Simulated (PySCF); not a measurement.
## Excitation energies in several basis sets

Compound: C₃H₃F₃O₂.
InChI=1S/C3H3F3O2/c4-1-2(5)8-3(6)7-1/h1-3H/t1-,2-/m1/s1

TDDFT with PBE0 (PySCF), vertical singlets, core orbitals frozen in the response, spherical d and f functions. One conformer (not necessarily the lowest) at the PBE0-D3(BJ)/def2-SVP geometry, without solvent, vibrations or thermal averaging.

```csv
basis,functions,diffuse,S1 (eV),S2 (eV),S3 (eV),S4 (eV),S5 (eV),LUMO (eV),α (au)
6-31G*,118,no,10.40,10.81,10.92,11.16,11.31,2.65,35.8
def2-SVP,127,no,10.29,10.63,10.76,10.84,10.92,2.14,34.9
6-31+G*,150,yes,9.33,9.44,9.49,9.54,9.76,0.43,42.1
def2-SVPD,199,yes,9.57,9.70,9.73,9.77,10.06,0.67,44.3
aug-cc-pVDZ,211,yes,8.96,9.07,9.14,9.34,9.40,0.01,44.9
def2-TZVP,266,no,9.93,10.27,10.39,10.43,10.48,1.68,41.8
```

Problem. How much do these states and the polarisability depend on the basis?

Solution. States are compared by their number. Against the largest diffuse basis here (aug-cc-pVDZ, itself not a converged limit), sets without diffuse functions differ by up to 1.43 eV in S1 and 1.90 eV in S5; the smaller diffuse sets differ by up to 0.61 and 0.66 eV. S1 is led by HOMO-1→LUMO (55%) in def2-SVP and by HOMO→LUMO (92%) in aug-cc-pVDZ. State by state, the largest deviation of a set without diffuse functions is S1 1.43, S2 1.74, S3 1.78, S4 1.82, S5 1.90 eV. The same number needn't mean the same state in each row. Against aug-cc-pVDZ the polarisability deviates by -20% in 6-31G*, -22% in def2-SVP, -6% in 6-31+G*, -1% in def2-SVPD, -7% in def2-TZVP. A single + in a Pople set puts diffuse functions on heavy atoms only.

Without π bonds the low states are Rydberg-like; a valence basis with one diffuse set may place them up to an eV too high.
